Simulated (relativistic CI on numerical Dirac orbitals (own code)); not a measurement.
Inner-shell lines of Ru⁹⁺

Calculated at this level of theory: Dirac-Coulomb-Breit CI, separate exchange-only KLI orbitals for each configuration, model QED (radiative potential, 1s self-energy scaled to tabulated hydrogen-like ionisation energies), valence Slater integrals scaled by 0.85 (own radial code, finite nucleus).

Configuration list (outside the closed core [Ar]): 3d10.4s2.4p5, 3d9.4s2.4p6, 3d9.4s2.4p5.4f, 3d9.4s2.4p5.5p, 3d9.4s.4p6.4f, 3d9.4s.4p6.5p, 3d10.4s.4p6. Levels of other configurations are missing.

The table holds the strongest lines. The upper levels have an inner-shell vacancy. Auger decay, open to those above the ionisation limit, is not computed, and radiative decays to configurations outside the model are missing too. Absolute energies can be off by a few tenths of a per cent, so close lines can change order. LS names give the leading component, which can be well under half, for lower levels too. Brackets number the levels in order of energy.

```
E (eV)                        Upper                     Lower   A (s⁻¹)  gA (s⁻¹)
359.51   3d9.4s2.4p5.4f 2F_5/2 [57]  3d10.4s2.4p5 2P°_3/2 [1]  5.65e+11  3.39e+12
359.88  3d9.4s2.4p5.4f 2S_1/2 [137]  3d10.4s2.4p5 2P°_1/2 [2]  5.81e+11  1.16e+12
360.38  3d9.4s2.4p5.4f 2D_3/2 [142]  3d10.4s2.4p5 2P°_1/2 [2]  6.83e+11  2.73e+12
361.21  3d9.4s.4p6.4f 2P°_1/2 [214]    3d10.4s.4p6 2S_1/2 [3]  6.64e+11  1.33e+12
361.50  3d9.4s.4p6.4f 2D°_3/2 [216]    3d10.4s.4p6 2S_1/2 [3]  5.71e+11  2.29e+12
363.38  3d9.4s2.4p5.4f 2S_1/2 [123]  3d10.4s2.4p5 2P°_3/2 [1]  1.77e+12  3.53e+12
364.21  3d9.4s.4p6.4f 2P°_3/2 [235]    3d10.4s.4p6 2S_1/2 [3]  5.26e+11  2.10e+12
364.50  3d9.4s2.4p5.4f 2D_3/2 [142]  3d10.4s2.4p5 2P°_3/2 [1]  3.81e+11  1.52e+12
364.86  3d9.4s2.4p5.4f 2D_5/2 [146]  3d10.4s2.4p5 2P°_3/2 [1]  2.86e+12  1.71e+13
364.92  3d9.4s2.4p5.5p 4G_5/2 [147]  3d10.4s2.4p5 2P°_3/2 [1]  2.83e+11  1.70e+12
364.93  3d9.4s2.4p5.4f 2P_3/2 [148]  3d10.4s2.4p5 2P°_3/2 [1]  1.66e+12  6.66e+12
364.97  3d9.4s2.4p5.4f 2D_3/2 [179]  3d10.4s2.4p5 2P°_1/2 [2]  1.73e+12  6.90e+12
365.40  3d9.4s2.4p5.4f 2S_1/2 [149]  3d10.4s2.4p5 2P°_3/2 [1]  1.18e+12  2.36e+12
365.50  3d9.4s2.4p5.4f 2P_3/2 [151]  3d10.4s2.4p5 2P°_3/2 [1]  5.36e+11  2.14e+12
365.60  3d9.4s2.4p5.4f 2D_3/2 [180]  3d10.4s2.4p5 2P°_1/2 [2]  1.69e+12  6.76e+12
365.99  3d9.4s.4p6.4f 2P°_1/2 [244]    3d10.4s.4p6 2S_1/2 [3]  3.87e+12  7.73e+12
366.10  3d9.4s2.4p5.4f 2P_1/2 [158]  3d10.4s2.4p5 2P°_3/2 [1]  6.87e+11  1.37e+12
366.11  3d9.4s2.4p5.4f 2D_3/2 [159]  3d10.4s2.4p5 2P°_3/2 [1]  9.30e+11  3.72e+12
366.45  3d9.4s.4p6.4f 2P°_3/2 [245]    3d10.4s.4p6 2S_1/2 [3]  3.23e+12  1.29e+13
366.54  3d9.4s2.4p5.4f 2P_1/2 [183]  3d10.4s2.4p5 2P°_1/2 [2]  3.07e+12  6.15e+12
```
